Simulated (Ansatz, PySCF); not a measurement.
B(Cl)(NCO)(OMe) (C2H3BClNO2), SMILES COB(Cl)N=C=O. Atoms are numbered in the order given.

```xyz
10

B     -0.2719    -0.4470    -0.0434
Cl    -0.7600    -0.9977     1.5690
N      0.4878     0.7572    -0.1911
C      1.0347     1.7129     0.3067
O      1.5870     2.6626     0.7051
O     -0.6402    -1.1955    -1.0921
C     -0.3236    -0.8827    -2.4387
H      0.2537    -1.7154    -2.8677
H     -1.2606    -0.7766    -3.0056
H      0.2601     0.0476    -2.5154
```

Geometry: r2SCAN-D4/def2-SVP. The structure was generated by enumeration, and PubChem lists no compound with its InChIKey, so it may never have been made. The values are those of a single conformer.

Two levels are set side by side: PBE-D3(BJ)/def2-SVP (Ansatz, a program for electronic structure) and r2SCAN-D4/def2-SVP (Ansatz). Each level has its own optimised geometry; the coordinates shown are those of the second. Frequencies come from the Hessian of PySCF at each geometry. Differences are taken from unrounded values.

```json
[
 {"quantity": "mean bond length (Å)", "r2SCAN-D4": "1.293"},
 {"quantity": "bond B1–Cl2 (Å)", "r2SCAN-D4": "1.772"},
 {"quantity": "bond B1–N3 (Å)", "r2SCAN-D4": "1.431"},
 {"quantity": "bond B1–O6 (Å)", "r2SCAN-D4": "1.340"},
 {"quantity": "bond N3–C4 (Å)", "r2SCAN-D4": "1.208"},
 {"quantity": "bond C4–O5 (Å)", "r2SCAN-D4": "1.169"},
 {"quantity": "bond O6–C7 (Å)", "r2SCAN-D4": "1.418"},
 {"quantity": "bond C7–H8 (Å)", "r2SCAN-D4": "1.100"},
 {"quantity": "bond C7–H9 (Å)", "r2SCAN-D4": "1.100"},
 {"quantity": "bond C7–H10 (Å)", "r2SCAN-D4": "1.101"},
 {"quantity": "highest harmonic wavenumber (cm⁻¹)", "r2SCAN-D4": "3146"},
 {"quantity": "mean harmonic wavenumber (cm⁻¹)", "r2SCAN-D4": "1139"},
 {"quantity": "zero-point energy (kcal/mol)", "r2SCAN-D4": "39.09"}
]
```

Question: What does PBE-D3(BJ) give, and how far is it from r2SCAN-D4? (An estimate is asked for; the answer gives what the named calculation found.)

Answer: 
```csv
quantity,PBE-D3(BJ),PBE-D3(BJ) minus r2SCAN-D4
mean bond length (Å),1.300,0.007
bond B1–Cl2 (Å),1.775,0.003
bond B1–N3 (Å),1.434,0.003
bond B1–O6 (Å),1.350,0.010
bond N3–C4 (Å),1.215,0.006
bond C4–O5 (Å),1.179,0.010
bond O6–C7 (Å),1.422,0.003
bond C7–H8 (Å),1.109,0.009
bond C7–H9 (Å),1.109,0.009
bond C7–H10 (Å),1.110,0.009
highest harmonic wavenumber (cm⁻¹),3063,-83
mean harmonic wavenumber (cm⁻¹),1109,-30
zero-point energy (kcal/mol),38.05,-1.04
```
